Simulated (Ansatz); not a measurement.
Reaction (formal exchange of groups at the Hf–N bond): `O=C=[N][Hf]([F])([F])[F]` + `FCS` → `[F][Hf]([F])([F])[SH]` + `O=C=NCF`

Calculated with Ansatz (gas phase, PBE0-D4/def2-TZVP geometries, no zero-point term in ΔE). CCSD(T)/CBS is the MP2 limit (def2-TZVPP, def2-QZVPP) plus CCSD(T) − MP2 in def2-TZVPP, frozen cores. DFT in def2-TZVPP. Elements past krypton have def2 core potentials. For Hf outer-core shells are correlated without core-valence functions, which leaves a few kJ/mol of doubt a bond. One conformer a species, not always the lowest.

`O=C=[N][Hf]([F])([F])[F]`:

```xyz
7

O     2.600   -1.928    0.565
C     1.682   -1.247    0.366
N     0.729   -0.541    0.159
Hf   -0.871    0.646   -0.190
F    -1.349    1.564    1.399
F    -2.340   -0.406   -0.764
F    -0.451    1.913   -1.536
```

`FCS`:

```xyz
6

F     1.399    0.064    0.612
C     0.034   -0.010    0.473
S    -0.475   -0.734   -1.081
H    -0.373    0.996    0.582
H    -0.360   -0.660    1.257
H    -0.225    0.343   -1.843
```

`[F][Hf]([F])([F])[SH]`:

```xyz
6

F     1.078   -1.087    1.719
Hf    0.377    0.084    0.408
F    -0.482    1.574    1.205
F     1.742    0.755   -0.723
S    -1.232   -1.194   -0.909
H    -1.482   -0.131   -1.700
```

`O=C=NCF`:

```xyz
7

O    -0.368    0.660   -2.536
C    -0.397    0.532   -1.381
N    -0.518    0.479   -0.186
C     0.138   -0.234    0.844
F     1.138   -1.036    0.351
H    -0.582   -0.873    1.361
H     0.588    0.472    1.546
```

| level | ΔE (kJ/mol) |
| --- | --- |
| PBE0-D4 | 45.0 |
| BLYP | 50.4 |
| PBE0 | 45.0 |
| BHLYP | 52.9 |

(1) What does CCSD(T)/CBS give? (An estimate is asked.)

Largest T1 diagnostic among the species: 0.017.

Results:

(1) The calculation gave: +52.3 kJ/mol. The listed levels differ from it by -7.3, -1.9, -7.3, 0.6 kJ/mol.

In def2-TZVPP, CCSD(T) changes the Hartree–Fock value by −7.0 kJ/mol (the triples alone add −2.0 kJ/mol) and MP2 by −6.2 kJ/mol. Leaving LDA and LC-ωPBE aside and taking each functional with its dispersion term where it has one, the values, not all of them listed here, spread over 8.7 kJ/mol, from PBE-D4 to BHLYP-D4. LDA lies −7.1 kJ/mol from PBE without D4. At CCSD(T), def2-SVP lies −6.6 kJ/mol from the extrapolated value and def2-TZVPP −1.3 kJ/mol.
